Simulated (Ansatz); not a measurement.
Relaxation of FGeH5S (8 atoms, charge 0, multiplicity 1), to a largest force component of 0.03 eV/Å in at most 50 steps.

Method: Ansatz, RHF/def2-SVP.

```xyz
8
Properties=species:S:1:pos:R:3:forces:R:3
Ge -0.497 -0.193 -0.294 -0.26 -0.11 -0.02
H 0.154 0.730 2.220 1.49 0.31 -0.23
H 0.720 -0.953 0.210 0.02 0.00 0.00
H -0.259 1.294 -0.506 0.02 0.01 0.01
F -0.882 -0.845 -1.848 -0.01 0.00 -0.01
S -2.310 -0.601 0.959 0.04 -0.07 -0.30
H -3.037 -1.028 -0.078 -0.02 -0.01 0.01
H -0.521 0.617 2.413 -1.28 -0.13 0.54
```

Question: Where does it end, and by what steps?

Answer: The run converged. The force dipped under the threshold on the way, but the program's further checks kept it going. After 24 steps the energy has fallen by 0.219 eV; H2 moved furthest, 1.36 Å.

```tsv
step	energy less start (eV)	largest force component (eV/Å)	accepted
0	0.0000	1.492	yes
1	-0.0995	0.117	yes
2	-0.1280	0.066	yes
3	-0.1376	0.205	yes
4	-0.1585	0.317	yes
5	-0.1852	0.232	yes
6	-0.2025	0.140	yes
7	-0.2007	0.677	no
8	-0.2084	0.057	yes
9	-0.2122	0.011	yes
10	-0.2120	0.242	no
11	-0.2128	0.046	yes
12	-0.2138	0.099	yes
13	-0.2124	0.337	no
14	-0.2147	0.079	yes
15	-0.2154	0.094	yes
16	-0.2156	0.179	yes
17	-0.2163	0.082	yes
18	-0.2168	0.010	yes
19	-0.2177	0.026	yes
20	-0.2156	0.245	no
21	-0.2184	0.060	yes
22	-0.2184	0.145	yes
23	-0.2191	0.048	yes
24	-0.2193	0.019	yes
```

```xyz
8
Properties=species:S:1:pos:R:3
Ge -0.535 -0.479 -0.776
H 0.075 1.284 3.454
H 0.789 -1.097 -0.355
H -0.516 1.030 -0.972
F -0.929 -1.135 -2.325
S -2.065 -1.102 0.695
H -3.039 -0.310 0.237
H -0.413 0.831 3.117
```

Whether the end is a true minimum wasn't checked by a vibrational analysis.

The run took 51 s on 1 thread of Arm Neoverse V1 (shared host), peak memory 0.17 GiB.
